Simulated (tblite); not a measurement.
C₅H₇O₄ (doublet state).
Z-matrix (Å and degrees, GFN2-xTB geometry), rows numbered from 1:
```
C 
C   1  1.5252
C   2  1.4776  1  112.92
O   3  1.3451  2  118.25  1   148.24
C   4  1.3405  3  120.30  2   169.08
O   5  1.2009  4  125.88  3    -1.69
C   2  1.5346  1  110.78  3  -114.04
O   7  1.1994  2  125.11  1    32.25
O   7  1.3362  2  111.07  1  -151.24
H   1  1.0859  2  110.19  3   -59.08
H   1  1.0863  2  109.80  3    61.28
H   1  1.0865  2  110.08  3  -179.34
H   2  1.0925  1  112.53  3   124.78
H   3  1.0793  2  122.34  1   -44.24
H   5  1.0980  4  108.51  3   178.03
H   9  0.9707  7  110.77  2  -175.03
```

All values are computed: GFN2-xTB (tblite) harmonic vibrations without scaling, gas phase. The method is semi-empirical: single wavenumbers can be off by several per cent or more. One conformer, not necessarily the lowest. Open shells enter through the occupations alone, without spin polarisation, and single modes of such species can be off by tens of per cent.

Harmonic wavenumbers (cm⁻¹): 44.4, 58.7, 60.5, 143.9, 160.3, 194.5, 251.0, 311.3, 331.4, 366.1, 474.7, 569.2, 591.8, 613.1, 695.1, 739.2, 816.1, 871.9, 937.4, 1035.5, 1050.2, 1097.8, 1126.3, 1143.3, 1158.5, 1187.1, 1213.2, 1250.7, 1329.6, 1349.2, 1401.1, 1478.2, 1484.6, 1727.1, 1792.9, 2878.7, 2972.3, 3054.2, 3056.6, 3062.0, 3089.6, 3435.4.

A = 2609, B = 981.0, C = 862.4 MHz; mass 131.034 u (most abundant isotopes); point group C1, symmetry number 1; spin multiplicity 2.

Zero-point energy?

½Σν̃ = 25302 cm⁻¹ = 72.34 kcal/mol.

What is S at 200 K and 1 bar for an ideal gas of classical rigid rotors and harmonic oscillators?

Translation 38.57, rotation 28.18, vibration 21.00, spin (R ln 2) 1.38: S = 89.1 cal/(mol K).

And Cp and H(200 K) − H(0)?

Cp = 28.25 cal/(mol K), of which vibrations give 20.30 (their classical limit is 42 R = 83.5); H(200 K) − H(0) = 3.78 kcal/mol without the zero-point energy, 2.19 from vibrations.

What must be added to the electronic energy to get the Gibbs energy at 200 K and 1 bar?

ZPE + [H(200 K) − H(0)] − T·S = 72.34 + 3.78 − 17.82 = 58.30 kcal/mol.

Blend soft modes into free rotors: weight 1/[1 + (100 cm⁻¹/ν̃)⁴] for the oscillator and the rest for a rotor with moment μB/(μ + B), μ = h/(8π²ν), B = 10⁻⁴⁴ kg m². What vibrational entropy results?

18.86 cal/(mol K) in place of 21.00, which changes −T·S at 200 K by +0.43 kcal/mol.

Hindered rotation and anharmonicity are outside this model. Other conformers, if any are populated, would add a mixing term that is left out. The structure is chiral; the term R ln 2 for an equal mix with its mirror image is left out.

Time: 0.49 s of wall time. Hardware: an Arm Neoverse V1 with one thread, on a shared host. The figure is for the frequency step alone.
